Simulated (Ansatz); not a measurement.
C2H6O2Si can be A, `COC1O[SiH2]1`, or B, `CC(=O)O[SiH3]`.

Gas-phase electronic energies from Ansatz, PBE0-D4/def2-TZVP geometries. CCSD(T)/CBS adds triple-zeta CCSD(T) − MP2 to the extrapolated MP2 energy (def2 sets, frozen cores). DFT in def2-TZVPP. B3LYP here is the variant with VWN-RPA as its local correlation; programs differ in this. One conformer a species, not always the lowest.

Task: Which is lower in electronic energy at CCSD(T)/CBS, and by how much? (Estimate.)

Result: The calculation gave: B, by 236.1 kJ/mol.

Task: Give E(B) − E(A) in kJ/mol with MP2/def2-TZVPP, CCSD/def2-TZVPP, B3LYP, B2PLYP, CCSD(T)/def2-TZVPP, BLYP-D4, ωB97M-V. (Best estimate.)

Result: Ansatz gave: MP2/def2-TZVPP -240.6, CCSD/def2-TZVPP -243.0, B3LYP -241.6, B2PLYP -243.5, CCSD(T)/def2-TZVPP -240.0, BLYP-D4 -237.1, ωB97M-V -237.6. None reverses the order clearly.

Task: Does the order hold for the free energy at 298.15 K (harmonic terms from PBE0-D4)? (An estimate is asked.)

Result: Ansatz gave: Yes: G(B) − G(A) = -246.1 kJ/mol, for one conformer each.

Largest T1 diagnostic: 0.014.

In def2-TZVPP, CCSD(T) changes the Hartree–Fock value by +39.5 kJ/mol (the triples alone add +3.0 kJ/mol) and MP2 by +38.9 kJ/mol. From PBE to PBE0 (25 % exact exchange), in def2-TZVPP and without D4, E(B) − E(A) moves by −7.5 kJ/mol.
